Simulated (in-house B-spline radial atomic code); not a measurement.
Radial electron density of Mg8+, [He] 2s2. Method: non-relativistic Hartree-Fock, average of configuration, point nucleus. Calculated with an all-electron radial atomic-structure program (B-spline basis).

Columns: r (bohr), 4πr²n(r) (electrons per bohr), bar.

```
  0.0048   0.2923 #
 0.00558   0.3877 #
 0.00649   0.5131 ##
 0.00754   0.6753 ##
 0.00877   0.8871 ###
  0.0102    1.159 ####
  0.0119    1.515 #####
  0.0138    1.947 ######
   0.016    2.482 ########
  0.0187    3.178 ##########
  0.0217    3.983 #############
  0.0252    4.939 ################
  0.0294    6.078 ####################
  0.0341    7.305 ########################
  0.0397    8.657 #############################
  0.0462    10.03 #################################
  0.0537    11.32 #####################################
  0.0624     12.4 #########################################
  0.0726    13.14 ###########################################
  0.0844    13.36 ############################################
  0.0982    12.97 ###########################################
   0.114    11.93 #######################################
   0.133    10.26 ##################################
   0.154    8.302 ###########################
    0.18    6.162 ####################
   0.209    4.414 ###############
   0.243    3.247 ###########
   0.283    2.805 #########
   0.329    2.993 ##########
   0.382    3.487 ###########
   0.444    3.901 #############
   0.517    3.912 #############
   0.601    3.412 ###########
   0.699    2.542 ########
   0.813    1.589 #####
   0.945   0.8187 ###
     1.1    0.335 #
    1.28   0.1062 
    1.49  0.02499 
    1.73 0.004315 
    2.01 0.0005031
```

On this grid the curve has 2 maxima, near 0.0844, 0.517 bohr.

The 2s radial function P(r) = rR(r), positive near the nucleus:

```csv
r (bohr),P
0.00167,0.04009
0.00225,0.05364
0.00305,0.07202
0.00412,0.09603
0.00558,0.1278
0.00754,0.1686
0.0102,0.2207
0.0138,0.2857
0.0187,0.3641
0.0252,0.4518
0.0341,0.5445
0.0462,0.6267
0.0624,0.6715
0.0844,0.6421
0.114,0.4929
0.154,0.1857
0.209,-0.2867
0.283,-0.8321
0.382,-1.268
0.517,-1.395
0.699,-1.127
0.945,-0.6398
1.28,-0.2305
1.73,-0.04645
```
